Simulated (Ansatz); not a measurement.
Program: Ansatz. Geometries: PBE0-D4/def2-TZVP. ΔE: electronic, gas phase. CBS: MP2 limit from def2 TZ/QZ plus the TZ coupled-cluster correction, frozen cores. This one scheme is used for every species. One conformer a species, not always the lowest.

Consider the substitution at a C–S bond: `[OH][AlH][CH2]S` + `O[SiH2]F` → `[OH][AlH][CH2]O[SiH2]F` + H₂S.

`[OH][AlH][CH2]S`:

Cartesian coordinates in Å:
```
O -2.233 -0.501 0.032
Al -0.978 0.318 0.816
C 0.854 0.269 0.107
S 0.900 -0.712 -1.402
H -2.112 -1.011 -0.768
H -1.343 1.113 2.129
H 1.188 1.295 -0.083
H 1.516 -0.155 0.869
H 2.208 -0.616 -1.700
```

`O[SiH2]F`:

Z-matrix (Å, degrees):
```
Si
F 1 1.596
O 1 1.630 2 111.0
H 1 1.482 2 106.0 3 121.4
H 1 1.474 2 108.2 3 -116.3
H 3 0.958 1 119.1 2 71.8
```

`[OH][AlH][CH2]O[SiH2]F`:

Z-matrix (Å, degrees):
```
C
Al 1 1.982
O 1 1.437 2 113.1
H 1 1.098 2 112.6 3 -126.3
H 1 1.097 2 108.9 3 118.3
O 2 1.693 1 119.8 3 -7.9
H 2 1.579 1 122.9 3 174.2
Si 3 1.621 1 123.2 2 -83.1
H 6 0.956 2 123.5 1 -0.6
F 8 1.597 3 111.2 1 -67.1
H 8 1.475 3 107.2 1 174.2
H 8 1.487 3 110.4 1 49.8
```

H₂S:

```xyz
3

S     0.384    0.447    0.191
H     0.565   -0.799   -0.272
H    -0.949    0.352    0.081
```

| level | ΔE (kcal/mol) |
| --- | --- |
| HF/def2-TZVPP | 14.6 |
| MP2/def2-TZVPP | 17.1 |
| CCSD(T)/def2-TZVPP | 14.9 |
| HF/def2-QZVPP | 14.5 |

Problem. What does CCSD(T)/CBS give? (An estimate is asked.)

Solution. Computed: +15.9 kcal/mol. The listed levels differ from it by -1.3, 1.2, -1.0, -1.4 kcal/mol.

Largest T1 diagnostic among the species: 0.013.

From PBE to PBE0 (25 % exact exchange), in def2-TZVPP and without D4, ΔE moves by +0.9 kcal/mol. The D4 term adds −0.8 kcal/mol with B3LYP and −0.6 kcal/mol with PBE0; it sums over pairs of atoms, weighted by their polarisabilities, and B3LYP, whose exchange is more repulsive, gets the larger term.

B3LYP here is the variant with VWN-RPA as its local correlation; programs differ in this.
